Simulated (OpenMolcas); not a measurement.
Co2+: effect of the metal basis and ligand basis

Co2+ with 6 ligands (fluoride) in octahedral coordination (Oh) at 2.06 Å. A charge of +0.667 e stands 2.8 Å behind each ligand.

```yaml
Program: OpenMolcas 26.06
Method: "SS-CASPT2, IPEA 0.25 Eh, imaginary shift 0.1 Eh (closed shells correlated: 3s 3p and the ligand valence shells)"
Spin-orbit_coupling: RASSI with atomic mean-field integrals over the reference wave functions
```

Fixed: active space 7 electrons in 5 orbitals (3d), DKH2 Hamiltonian.

States (labels of O, the rotations of Oh). Energies in cm-1 above the lowest state or level, χT in cm3 K/mol; under a threefold ground state the first gap can be a small split of the lowest multiplet, not the spin-orbit step.

```json
{"Run": "A", "Metal basis": "ANO-RCC-VDZP", "Ligand basis": "ANO-RCC-VDZP", "Ground state": "4T1", "First state of that spin": "4T2 6830", "First gap with spin-orbit (degeneracies)": "370 (2, 4)", "χT at 300 K": "3.591", "First state of another spin": "2E 13970", "Cost": "roughly 90 core-seconds"}
{"Run": "B", "Metal basis": "ANO-RCC-VTZP", "Ligand basis": "ANO-RCC-VDZP", "Ground state": "4T1", "First state of that spin": "4T2 6700", "First gap with spin-orbit (degeneracies)": "370 (2, 4)", "χT at 300 K": "3.596", "First state of another spin": "2E 13590", "Cost": "roughly 2.7 core-minutes"}
{"Run": "C", "Metal basis": "ANO-RCC-VTZP", "Ligand basis": "ANO-RCC-VTZP", "Ground state": "4T1", "First state of that spin": "4T2 6340", "First gap with spin-orbit (degeneracies)": "360 (2, 4)", "χT at 300 K": "3.613", "First state of another spin": "2E 13900", "Cost": "roughly 12 core-minutes"}
```

Against A, the first state of the same spin changes by -1.9 % in B, -7.2 % in C.

Costs are those of the CASPT2 steps.

Roots that are degenerate in the reference are averaged as groups; the widest CASPT2 spread within a group is 130 cm-1 (the 2-fold group of multiplicity 2 near 27100 cm-1 above the lowest state of its run, C). Shifts and gaps below about the spread of the groups concerned are not significant. Over all roots computed the reference weight is 0.70 to 0.71 in A, 0.70 to 0.71 in B, 0.68 to 0.69 in C; a low but even weight reflects the number of correlated electrons. An orbital triplet at a regular site is open to Jahn-Teller coupling, which can distort the site and quench the lowest spin-orbit gaps and is left out. A single d shell leaves out the double-shell effect, which counts most for late 3d ions, where the CASPT2 field can be off either way by tens of per cent. Ligand-to-metal charge-transfer states are missing. These CASPT2 states fit no ligand-field parameters well, so their order and spin gaps are uncertain. For late 3d ions with one d shell CASPT2 can put B and the spin-flip bands somewhat low as well as high. With one d shell and no ligand orbital active, 10Dq can be off by tens of per cent for divalent 3d ions, low with halides held by bare charges and at times high in hosts. Free-ion shares, where given, are those of the reference states; single-state CASPT2 does not remix them. No measured value stands beside these numbers; the geometry is a model, was not optimised and need not be the one that this ion takes.
